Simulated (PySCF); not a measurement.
PySCF input (BP86/def2-SVP):

```python
from pyscf import gto, dft

mol = gto.M(
    atom='''
    O     1.79949900   -0.48042500    0.23946600
    B     0.83576600    0.38591500   -0.07499200
    Si   -1.15967200    0.12365700   -0.09746900
    H     2.70270200   -0.14399000    0.18307200
    H    -1.66381200   -1.22397000    0.28862100
    H    -1.63008100    0.42426200   -1.47208100
    H    -1.74821900    1.12633100    0.82419400
    ''',
    basis='def2-svp',
    charge=0,
    spin=1,
    verbose=4,
)

mf = dft.UKS(mol, xc='bp86')
mf.grids.level = 3
mf.conv_tol = 1e-9
mf.max_cycle = 100
mf.max_memory = 1500
mf.kernel()
if not mf.converged:
    mf = mf.newton()
    mf.kernel(mf.make_rdm1())
mo, _, stable, _ = mf.stability(return_status=True)
if not stable:
    mf.kernel(mf.make_rdm1(mo, mf.mo_occ))
    stable = mf.stability(return_status=True)[2]
mf.dip_moment()
```

Output:

```
PySCF version 2.14.0

[INPUT] verbose = 4
[INPUT] num. atoms = 7
[INPUT] num. electrons = 31
[INPUT] charge = 0
[INPUT] spin (= nelec alpha-beta = 2S) = 1
[INPUT] symmetry False subgroup None
[INPUT] Mole.unit = angstrom
[INPUT] Symbol           X                Y                Z      unit          X                Y                Z       unit  Magmom
[INPUT]  1 O      1.799499000000  -0.480425000000   0.239466000000 AA    3.400560271429  -0.907871673394   0.452525156145 Bohr   0.0
[INPUT]  2 B      0.835766000000   0.385915000000  -0.074992000000 AA    1.579368844223   0.729273657362  -0.141714341533 Bohr   0.0
[INPUT]  3 Si    -1.159672000000   0.123657000000  -0.097469000000 AA   -2.191462474327   0.233677863385  -0.184189715635 Bohr   0.0
[INPUT]  4 H      2.702702000000  -0.143990000000   0.183072000000 AA    5.107366576314  -0.272101664676   0.345955941076 Bohr   0.0
[INPUT]  5 H     -1.663812000000  -1.223970000000   0.288621000000 AA   -3.144149002765  -2.312968084684   0.545414643798 Bohr   0.0
[INPUT]  6 H     -1.630081000000   0.424262000000  -1.472081000000 AA   -3.080406650857   0.801738985060  -2.781829923176 Bohr   0.0
[INPUT]  7 H     -1.748219000000   1.126331000000   0.824194000000 AA   -3.303655115761   2.128457115607   1.557500933510 Bohr   0.0

nuclear repulsion = 83.4832412125867
number of shells = 32
number of NR pGTOs = 112
number of NR cGTOs = 66
basis = def2-svp
ecp = {}

******** <class 'pyscf.dft.uks.UKS'> ********
method = UKS
initial guess = minao
damping factor = 0
level_shift factor = 0
DIIS = <class 'pyscf.scf.diis.CDIIS'>
diis_start_cycle = 1
diis_space = 8
diis_damp = 0
SCF conv_tol = 1e-09
SCF conv_tol_grad = None
SCF max_cycles = 100
direct_scf = True
direct_scf_tol = 1e-13
number electrons alpha = 16  beta = 15
XC library pyscf.dft.libxc version 7.1.2
    S. Lehtola, C. Steigemann, M. J. T. Oliveira, and M. A. L. Marques,  SoftwareX 7, 1–5 (2018)
XC functionals = bp86
    A. D. Becke,  Phys. Rev. A 38, 3098 (1988)
    J. P. Perdew,  Phys. Rev. B 33, 8822 (1986)
    J. P. Perdew,  Phys. Rev. B 34, 7406–7406 (1986)
radial grids:
    Treutler-Ahlrichs [JCP 102, 346 (1995); DOI:10.1063/1.469408] (M4) radial grids

becke partition: Becke, JCP 88, 2547 (1988); DOI:10.1063/1.454033
pruning grids: <function nwchem_prune>
grids dens level: 3
symmetrized grids: False
atomic radii adjust function: <function treutler_atomic_radii_adjust>
small_rho_cutoff = 0
Set gradient conv threshold to 3.16228e-05
tot grids = 86544
init E= -391.823754431008
  alpha nocc = 16  HOMO = -0.162186380082932  LUMO = -0.11698524493584
  beta  nocc = 15  HOMO = -0.352245330612295  LUMO = -0.162186380082933

WARN: HOMO -0.162186380082932 >= LUMO -0.162186380082933

cycle= 1 E= -391.69992237987  delta_E= 0.124  |g|= 0.467  |ddm|= 1.93
  alpha nocc = 16  HOMO = -0.104607977988358  LUMO = -0.0104567171490633
  beta  nocc = 15  HOMO = -0.212266162190104  LUMO = -0.0579944641341923
  HOMO = -0.104607977988  LUMO = -0.0579944641342  gap/eV = 1.26842
cycle= 2 E= -391.230208189171  delta_E= 0.47  |g|= 1.15  |ddm|= 1.26
  alpha nocc = 16  HOMO = -0.129960391563887  LUMO = -0.0459181810515377
  beta  nocc = 15  HOMO = -0.268952987852081  LUMO = -0.07008865085835
  HOMO = -0.129960391564  LUMO = -0.0700886508584  gap/eV = 1.62919
cycle= 3 E= -391.776861299034  delta_E= -0.547  |g|= 0.106  |ddm|= 1.08
  alpha nocc = 16  HOMO = -0.152979246015989  LUMO = -0.0662453094632744
  beta  nocc = 15  HOMO = -0.296838886287165  LUMO = -0.0886117516265439
  HOMO = -0.152979246016  LUMO = -0.0886117516265  gap/eV = 1.75153
cycle= 4 E= -391.7836185089  delta_E= -0.00676  |g|= 0.0316  |ddm|= 0.187
  alpha nocc = 16  HOMO = -0.145149874856196  LUMO = -0.0579094304728014
  beta  nocc = 15  HOMO = -0.292135788415193  LUMO = -0.0794292292800489
  HOMO = -0.145149874856  LUMO = -0.07942922928  gap/eV = 1.78835
cycle= 5 E= -391.784233083723  delta_E= -0.000615  |g|= 0.00926  |ddm|= 0.0663
  alpha nocc = 16  HOMO = -0.147184912780337  LUMO = -0.0594526686442438
  beta  nocc = 15  HOMO = -0.291588801435458  LUMO = -0.080748564455726
  HOMO = -0.14718491278  LUMO = -0.0807485644557  gap/eV = 1.80783
cycle= 6 E= -391.7843092452  delta_E= -7.62e-05  |g|= 0.0018  |ddm|= 0.0251
  alpha nocc = 16  HOMO = -0.146948407323187  LUMO = -0.0592603044225481
  beta  nocc = 15  HOMO = -0.291692371597327  LUMO = -0.0803584679905733
  HOMO = -0.146948407323  LUMO = -0.0803584679906  gap/eV = 1.81200
cycle= 7 E= -391.784311600749  delta_E= -2.36e-06  |g|= 0.00047  |ddm|= 0.00341
  alpha nocc = 16  HOMO = -0.146971648789378  LUMO = -0.0592216297673636
  beta  nocc = 15  HOMO = -0.291610003951337  LUMO = -0.0802815730159128
  HOMO = -0.146971648789  LUMO = -0.0802815730159  gap/eV = 1.81473
cycle= 8 E= -391.784311761338  delta_E= -1.61e-07  |g|= 0.00014  |ddm|= 0.000994
  alpha nocc = 16  HOMO = -0.146997234104259  LUMO = -0.0592259214425113
  beta  nocc = 15  HOMO = -0.291634635716327  LUMO = -0.0802755998883673
  HOMO = -0.146997234104  LUMO = -0.0802755998884  gap/eV = 1.81559
cycle= 9 E= -391.784311778087  delta_E= -1.67e-08  |g|= 3.41e-05  |ddm|= 0.000288
  alpha nocc = 16  HOMO = -0.146996995581694  LUMO = -0.0592189596771346
  beta  nocc = 15  HOMO = -0.291630188325095  LUMO = -0.0802682030923338
  HOMO = -0.146996995582  LUMO = -0.0802682030923  gap/eV = 1.81578
cycle= 10 E= -391.784311779005  delta_E= -9.18e-10  |g|= 1.09e-05  |ddm|= 7.96e-05
  alpha nocc = 16  HOMO = -0.146996590953066  LUMO = -0.05921793752634
  beta  nocc = 15  HOMO = -0.291629314141673  LUMO = -0.0802679094712988
  HOMO = -0.146996590953  LUMO = -0.0802679094713  gap/eV = 1.81578
Extra cycle  E= -391.784311779036  delta_E= -3.08e-11  |g|= 1e-05  |ddm|= 4.17e-05
converged SCF energy = -391.784311779036  <S^2> = 0.75247773  2S+1 = 2.0024762
uhf_internal: lowest eigs of H = [0.3487496  0.36695237 0.37488826]
<class 'pyscf.dft.uks.UKS'> wavefunction is stable in the internal stability analysis
Dipole moment(X, Y, Z, Debye):  2.14848, -0.16781,  0.16184
```

The geometry given is a B3LYP-D3(BJ)/def2-TZVP minimum.
